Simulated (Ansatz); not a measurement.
`C[N]([SiH3])[InH2]` + `CF` → `F[CH2][InH2]` + `CN[SiH3]`  (formal exchange of groups at the In–N bond)

Calculated with Ansatz (gas phase, PBE0-D4/def2-TZVP geometries, no zero-point term in ΔE). CCSD(T)/CBS adds triple-zeta CCSD(T) − MP2 to the extrapolated MP2 energy (def2 sets, frozen cores). This one scheme is used for every species. DFT in def2-TZVPP. Elements past krypton have def2 core potentials. For In outer-core shells are correlated without core-valence functions, which leaves a few kJ/mol of doubt a bond.

```
          level  ΔE (kJ/mol)  difference from CCSD(T)/CBS
      revPBE-D4         67.0                        -14.9
      r2SCAN-D4         70.7                        -11.2
         B97M-V         72.9                         -9.0
        PBE0-D4         66.4                        -15.5
       BHLYP-D4         72.2                         -9.7
   CAM-B3LYP-D4         67.7                        -14.2
        ωB97M-V         66.4                        -15.5
            PBE         61.0                        -20.9
           BLYP         60.0                        -21.9
   MP2/def2-SVP         88.5                          6.6
  CCSD/def2-SVP         81.2                         -0.7
CCSD/def2-TZVPP         74.9                         -7.0
  HF/def2-QZVPP         64.8                        -17.1
 MP2/def2-QZVPP         87.0                          5.1
  MP2/CBS(def2)         88.1                          6.2
 CCSD/CBS(def2)         78.1                         -3.8
    CCSD(T)/CBS         81.9                            0
```

Largest T1 diagnostic among the species: 0.015.

From BLYP to BHLYP (50 % exact exchange), in def2-TZVPP and without D4, ΔE moves by +3.3 kJ/mol. Leaving LDA and LC-ωPBE aside and taking each functional with its dispersion term where it has one, the values, not all of them listed here, spread over 6.7 kJ/mol, from PBE-D4 to PBE-QIDH. LDA lies +5.3 kJ/mol from PBE without D4. In def2-TZVPP, CCSD(T) changes the Hartree–Fock value by +14.5 kJ/mol (the triples alone add +3.8 kJ/mol) and MP2 by +20.8 kJ/mol.

CCSD(T)/CBS has its own doubt, a few kJ/mol and more with outer-core shells, so smaller differences from it don't rank the levels.
